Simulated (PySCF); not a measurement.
## B⁺: excitation energy

B⁺ [He] 2s2 (1S) → B⁺ [He] 2p2 (3P), as a difference of total energies. Calculation: PySCF 2.14, in aug-cc-pVQZ (6s5p4d3f2g, 80 functions); the non-relativistic Hamiltonian (point nucleus). Correlated levels: valence: 1s2 frozen. The calculations carry no spin-orbit coupling.

| method | excitation energy (cm⁻¹) | error (cm⁻¹) |
| --- | --- | --- |
| UHF | 88324 | -10603 |
| MP2 (valence) | 95108 | -3818 |
| SCS-MP2 (valence) | 97830 | -1097 |
| CCSD (valence) | 99626 | +700 |

Reference: 98926 cm⁻¹ (measured; NIST levels, between the centres of gravity of the two terms).

Errors of the correlated levels include the incompleteness of this basis and the frozen core.

With two correlated electrons CCSD is exact in that space.
